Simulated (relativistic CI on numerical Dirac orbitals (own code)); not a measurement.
Spin-allowed bands of a d3 ion in an octahedral site, by hand

Problem. Take Δ = 27280 cm⁻¹ and B = 880 cm⁻¹ for a d3 ion in an octahedral site. Calculate the three spin-allowed bands.

Working.
1. The terms of highest spin are 4F (energy 0) and 4P (15B = 13200 cm⁻¹). Here the F term splits into A2 at −1.2Δ = -32736, T2 at −0.2Δ = -5456 and T1 at +0.6Δ = 16368 cm⁻¹.
2. The two T1 states mix through the element 0.4Δ: H = [[16368, 10912], [10912, 13200]], with roots ½(H₁₁ + H₂₂) ∓ ½√[(H₂₂ − H₁₁)² + 4H₁₂²] = ½(29568) ∓ ½(22053) = 3758 and 25810 cm⁻¹.
3. The ground term is 4A2 at -32736 cm⁻¹.
4. Bands: 4T2 27280 cm⁻¹ (367 nm), 4T1(F) 36494 cm⁻¹ (274 nm), 4T1(P) 58546 cm⁻¹ (171 nm).

Check. Exact diagonalisation of the whole d3 shell with these parameters gives 4T2 27280, 4T1 36494, 4T1 58546 cm⁻¹. The match is exact, since without spin-orbit coupling no other term has this spin. The ratio of the second band to the first, 1.338, depends on Δ/B = 31.0 alone, which is how a Tanabe-Sugano diagram is read.
